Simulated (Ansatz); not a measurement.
Breaking the Zn1–H2 bond in GeH4Zn (SMILES [ZnH][GeH3]) (multiplicity 1 held, fragments rigid). Energies count from the point at 1.556 Å.
Geometry at that point (charge 0, multiplicity 1):
```xyz
6

Zn    -0.79250    -0.19044    -0.99305
H     -1.75245    -0.42112    -2.19593
Ge     0.69803     0.16774     0.87467
H      1.76168    -0.94503     1.00572
H      1.47616     1.49789     0.76509
H     -0.04731     0.21384     2.22713
```

Signs of static correlation in def2-TZVPP, with CASSCF(2,2), from Ansatz (a program for electronic structure) runs.

```tsv
R (Å)	T1 of restricted CCSD	⟨S²⟩ of UHF	largest double amplitude of restricted CCSD	weight of the CASSCF reference in MRCISD	CASSCF natural occupations
1.245	0.014	0.000	0.027	0.904	1.98 0.02
1.401	0.015	0.000	0.027	0.904	1.98 0.02
1.556	0.015	0.000	0.027	0.905	1.97 0.03
1.712	0.015	0.000	0.036	0.905	1.97 0.03
1.867	0.016	0.000	0.049	0.905	1.96 0.04
2.101	0.017	0.000	…	0.906	1.93 0.07
2.334	0.020	0.137	0.124	0.906	1.90 0.10
2.723	0.028	0.648	0.218	0.907	1.81 0.19
3.112	0.041	0.860	0.336	0.907	1.68 0.32
3.579	…	0.959	0.510	0.907	1.48 0.52
4.202	0.088	0.999	0.751	0.907	1.25 0.75
4.980	0.105	1.010	0.957	0.907	1.10 0.90
```

Q: What belongs in the gaps?

A: 
- 2.101, largest double amplitude of restricted CCSD: 0.081
- 3.579, T1 of restricted CCSD: 0.062

Doubts at one or more of the structures used: a restricted determinant that unrestricted orbitals would lower (R-CCSD(T)/def2-TZVPP); other coupled-cluster roots lie near (R-CCSD(T)/def2-TZVPP); T1 above 0.05 (R-CCSD(T)/def2-TZVPP, U-CCSD(T)/def2-TZVPP); a spin-contaminated determinant (U-CCSD(T)/def2-TZVPP).
